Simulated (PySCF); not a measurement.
Isomers of C5H10O2SSi.

All values: PBE0/pcSseg-1 (PySCF) at GFN2-xTB geometries, gas phase, one conformer each.

Question: Rank by HOMO–LUMO gap, lowest first.
A. `[CH:1]#[C:2][Si@@H:3]([O:4][CH3:5])[O:6][CH2:7][CH2:8][SH:9]` with C2–Si3–O4–C5 -59°, C2–Si3–O6–C7 -64°, Si3–O6–C7–C8 174°, O6–C7–C8–S9 -65°, C7–C8–S9–H 50°
B. `[CH3:1][O:2][C@@H:3]([SiH2:4][CH:5]=[C:6]=[O:7])[S:8][CH3:9]` with C1–O2–C3–Si4 162°, O2–C3–Si4–C5 -67°, C3–Si4–C5–C6 8°, O2–C3–S8–C9 -57°
C. `[CH2:1]=[C:2]1[C@@H:3]([OH:4])[C@H:5]([SiH3:6])[CH2:7][S@:8]1=[O:9]` with C2–C3–O4–H 59°, C1–C2–C3–O4 30°, C2–C3–C5–Si6 169°, C3–C5–C7–S8 -49°, C5–C7–S8–O9 -72°
D. `[CH2:1]=[C:2]1[C@@H:3]([O:4][CH3:5])[CH2:6][S:7][Si@@H:8]1[OH:9]` with C2–C3–O4–C5 -71°, S7–Si8–O9–H -35°, C1–C2–C3–O4 116°, C2–C3–C6–S7 -43°, C3–C6–S7–Si8 13°, C6–S7–Si8–O9 134°

Answer: B (5.61 eV), C (5.79 eV), D (6.07 eV), A (6.35 eV).

Question: Rank by the highest Hirshfeld charge on any atom, highest value first.
A. `[CH3:1][CH2:2][Si:3]1([O:4][CH:5]=[O:6])[CH2:7][S:8][CH2:9]1` with C1–C2–Si3–O4 48°, C2–Si3–O4–C5 45°, Si3–O4–C5–O6 2°, C2–Si3–C7–S8 109°, Si3–C7–S8–C9 10°, C7–S8–C9–Si3 -10°, C2–Si3–C9–S8 -108°
B. `[CH2:1]=[C:2]1[C@@H:3]([OH:4])[C@H:5]([SiH3:6])[CH2:7][S@:8]1=[O:9]` with C2–C3–O4–H 59°, C1–C2–C3–O4 30°, C2–C3–C5–Si6 169°, C3–C5–C7–S8 -49°, C5–C7–S8–O9 -72°
C. `[CH2:1]=[C:2]1[C@@H:3]([O:4][CH3:5])[CH2:6][S:7][Si@@H:8]1[OH:9]` with C2–C3–O4–C5 -71°, S7–Si8–O9–H -35°, C1–C2–C3–O4 116°, C2–C3–C6–S7 -43°, C3–C6–S7–Si8 13°, C6–S7–Si8–O9 134°
D. `[CH3:1][O:2][C@@H:3]([SiH2:4][CH:5]=[C:6]=[O:7])[S:8][CH3:9]` with C1–O2–C3–Si4 162°, O2–C3–Si4–C5 -67°, C3–Si4–C5–C6 8°, O2–C3–S8–C9 -57°
E. `[CH:1]#[C:2][Si@@H:3]([O:4][CH3:5])[O:6][CH2:7][CH2:8][SH:9]` with C2–Si3–O4–C5 -59°, C2–Si3–O6–C7 -64°, Si3–O6–C7–C8 174°, O6–C7–C8–S9 -65°, C7–C8–S9–H 50°

Answer: E (+0.474 e), A (+0.460 e), C (+0.374 e), D (+0.335 e), B (+0.321 e).

Question: Rank by the lowest IAO charge on any atom, lowest value first.
A. `[CH2:1]=[C:2]1[C@@H:3]([OH:4])[C@H:5]([SiH3:6])[CH2:7][S@:8]1=[O:9]` with C2–C3–O4–H 59°, C1–C2–C3–O4 30°, C2–C3–C5–Si6 169°, C3–C5–C7–S8 -49°, C5–C7–S8–O9 -72°
B. `[CH3:1][CH2:2][Si:3]1([O:4][CH:5]=[O:6])[CH2:7][S:8][CH2:9]1` with C1–C2–Si3–O4 48°, C2–Si3–O4–C5 45°, Si3–O4–C5–O6 2°, C2–Si3–C7–S8 109°, Si3–C7–S8–C9 10°, C7–S8–C9–Si3 -10°, C2–Si3–C9–S8 -108°
C. `[CH3:1][O:2][C@@H:3]([SiH2:4][CH:5]=[C:6]=[O:7])[S:8][CH3:9]` with C1–O2–C3–Si4 162°, O2–C3–Si4–C5 -67°, C3–Si4–C5–C6 8°, O2–C3–S8–C9 -57°
D. `[CH2:1]=[C:2]1[C@@H:3]([O:4][CH3:5])[CH2:6][S:7][Si@@H:8]1[OH:9]` with C2–C3–O4–C5 -71°, S7–Si8–O9–H -35°, C1–C2–C3–O4 116°, C2–C3–C6–S7 -43°, C3–C6–S7–Si8 13°, C6–S7–Si8–O9 134°

Answer: A (-0.904 e), D (-0.781 e), C (-0.679 e), B (-0.648 e).

All values together:

```csv
SMILES,μ (D),HOMO (eV),LUMO (eV),lowest IAO charge (e),highest IAO charge (e),lowest Hirshfeld charge (e),highest Hirshfeld charge (e)
CO[C@@H]([SiH2]C=C=O)SC,1.09,-6.51,-0.91,-0.679 (C),+0.814 (Si),-0.223 (C),+0.335 (Si)
C#C[Si@@H](OC)OCCS,3.22,-6.62,-0.26,-0.641 (O),+1.340 (Si),-0.226 (O),+0.474 (Si)
C=C1[C@@H](O)[C@H]([SiH3])C[S@]1=O,2.21,-6.72,-0.93,-0.904 (O),+1.075 (S),-0.373 (O),+0.321 (S)
CC[Si]1(OC=O)CSC1,1.70,-6.38,-0.47,-0.648 (C),+1.247 (Si),-0.240 (O),+0.460 (Si)
C=C1[C@@H](OC)CS[Si@@H]1O,3.33,-6.70,-0.63,-0.781 (O),+1.054 (Si),-0.304 (O),+0.374 (Si)
```

Conformers: `[CH3:1][O:2][C@@H:3]([SiH2:4][CH:5]=[C:6]=[O:7])[S:8][CH3:9]` with C1–O2–C3–Si4 162°, O2–C3–Si4–C5 -67°, C3–Si4–C5–C6 8°, O2–C3–S8–C9 -57°; `[CH:1]#[C:2][Si@@H:3]([O:4][CH3:5])[O:6][CH2:7][CH2:8][SH:9]` with C2–Si3–O4–C5 -59°, C2–Si3–O6–C7 -64°, Si3–O6–C7–C8 174°, O6–C7–C8–S9 -65°, C7–C8–S9–H 50°; `[CH2:1]=[C:2]1[C@@H:3]([OH:4])[C@H:5]([SiH3:6])[CH2:7][S@:8]1=[O:9]` with C2–C3–O4–H 59°, C1–C2–C3–O4 30°, C2–C3–C5–Si6 169°, C3–C5–C7–S8 -49°, C5–C7–S8–O9 -72°; `[CH3:1][CH2:2][Si:3]1([O:4][CH:5]=[O:6])[CH2:7][S:8][CH2:9]1` with C1–C2–Si3–O4 48°, C2–Si3–O4–C5 45°, Si3–O4–C5–O6 2°, C2–Si3–C7–S8 109°, Si3–C7–S8–C9 10°, C7–S8–C9–Si3 -10°, C2–Si3–C9–S8 -108°; `[CH2:1]=[C:2]1[C@@H:3]([O:4][CH3:5])[CH2:6][S:7][Si@@H:8]1[OH:9]` with C2–C3–O4–C5 -71°, S7–Si8–O9–H -35°, C1–C2–C3–O4 116°, C2–C3–C6–S7 -43°, C3–C6–S7–Si8 13°, C6–S7–Si8–O9 134°.
